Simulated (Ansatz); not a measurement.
Reaction (ligand exchange at the Al–C bond): `CN(C)[CH2][AlH2]` + `O[SiH2]S` → `[AlH2][O][SiH2]S` + `CN(C)C`

Calculated with Ansatz (gas phase, PBE0-D4/def2-TZVP geometries, no zero-point term in ΔE). CCSD(T)/CBS is the MP2 limit (def2-TZVPP, def2-QZVPP) plus CCSD(T) − MP2 in def2-TZVPP, frozen cores. Functionals use def2-TZVPP. Each species was taken in one conformer, which may not be the lowest.

```csv
level,ΔE (kJ/mol),difference from CCSD(T)/CBS
BLYP-D4,-180.4,2.9
B97M-V,-184.9,-1.6
BHLYP-D4,-194.2,-10.9
r2SCAN,-182.6,0.7
r2SCAN0,-184.7,-1.4
CCSD/def2-TZVPP,-187.8,-4.5
CCSD(T)/def2-TZVPP,-184.5,-1.2
SCS-MP2/def2-QZVPP,-190.5,-7.2
HF/CBS(def2),-208.5,-25.2
MP2/CBS(def2),-185.4,-2.1
CCSD(T)/CBS,-183.3,0
```

Largest T1 diagnostic among the species: 0.012.

In def2-TZVPP, CCSD(T) changes the Hartree–Fock value by +22.0 kJ/mol (the triples alone add +3.4 kJ/mol) and MP2 by +19.8 kJ/mol. Leaving LDA and LC-ωPBE aside and taking each functional with its dispersion term where it has one, the values, not all of them listed here, spread over 28.1 kJ/mol, from BHLYP-D4 to revPBE-D4. LDA lies +4.5 kJ/mol from PBE without D4. From PBE to PBE0 (25 % exact exchange), in def2-TZVPP and without D4, ΔE moves by −6.1 kJ/mol.
